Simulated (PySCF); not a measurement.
Cartesian coordinates in Å; atom numbers follow the order of the lines, from 1:
```xyz
17

C     2.313    0.064   -0.613
C     0.960   -0.057    0.080
C    -0.033   -0.968   -0.671
Si   -1.776   -0.657   -0.005
N    -1.579    1.010    0.477
Si    0.064    1.589    0.398
H     3.015    0.690   -0.039
H     2.785   -0.924   -0.746
H     2.209    0.516   -1.613
H     1.119   -0.484    1.088
H     0.265   -2.029   -0.612
H    -0.039   -0.707   -1.745
H    -2.840   -0.838   -1.043
H    -2.128   -1.562    1.139
H    -2.352    1.588    0.784
H     0.504    2.252    1.669
H     0.297    2.576   -0.710
```

Geometry: PBE0-D3(BJ)/def2-SVP; GIAO shifts from PySCF 2.14, gas phase, non-relativistic, averaged over equivalent atoms.

At B97-2/pcSseg-1 (171 basis functions, 17 s wall time on 1 thread of an Arm Neoverse V2, shared host):
| atoms | δ (ppm) |
| --- | --- |
| C1 | 20.0 |
| C2 | 17.0 |
| C3 | 16.5 |
| Si6 | -15.2 |
| Si4 | -19.3 |
| N5 | 7.8 |
| H13 | 4.85 |
| H14 | 4.80 |
| H16 | 4.76 |
| H17 | 4.51 |
| H7/H8/H9 | 1.23 |
| H10 | 1.19 |
| H11 | 1.09 |
| H12 | 0.71 |
| H15 | -0.35 |

Scale: ¹³C (σref 183.69) and ²⁹Si (σref 357.41) and ¹H (σref 31.38) against TMS; ¹⁵N (σref 262.91) against NH3 (reference shieldings calculated alike).

Problem. What do these become at PBE0/pcSseg-1?

Solution. 
```csv
atoms,δ at PBE0/pcSseg-1,change
C1,19.7,-0.3
C2,16.8,-0.2
C3,16.7,+0.2
Si6,-13.8,+1.4
Si4,-18.2,+1.1
N5,9.7,+1.9
H13,4.96,+0.11
H14,4.91,+0.11
H16,4.87,+0.11
H17,4.60,+0.09
H7/H8/H9,1.23,+0.00
H10,1.23,+0.04
H11,1.11,+0.02
H12,0.73,+0.02
H15,-0.33,+0.02
```

Referencing at the same level of theory: ¹³C (σref 184.41) and ²⁹Si (σref 351.99) and ¹H (σref 31.27) vs TMS; ¹⁵N (σref 265.67) against NH3.

The largest change is at N5 (nitrogen bonded to 2 Si, H, in a 5-membered ring). Cost: 171 basis functions, 19 s wall time on 1 thread of an Arm Neoverse V2, shared host. The order of the carbon signals is the same at both levels.

Experimental scales use liquid or dissolved standards, which lie at an offset from isolated NH3 (liquid NH3: subtract about 20 ppm).
